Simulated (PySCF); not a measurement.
GeHFCl₂, SMILES [Cl][GeH]([F])[Cl]. Geometry: PBE-D3(BJ)/def2-SVP.

Computed equilibrium geometry at PBE-D3(BJ)/def2-SVP (PySCF confirms it by a frequency run) as bond lengths and angles, and its point group:
point group Cs.
Atoms: Ge1 F2 Cl3 Cl4 H5. Bonded distances (Å): Ge1–F2 1.744, Ge1–Cl3 2.149, Ge1–Cl4 2.149, Ge1–H5 1.539. Bond angles (°): F2–Ge1–Cl3 107.1, F2–Ge1–Cl4 107.1, F2–Ge1–H5 108.9, Cl3–Ge1–Cl4 109.6, Cl3–Ge1–H5 112.0, Cl4–Ge1–H5 112.0.
Charge 0, spin multiplicity 1.
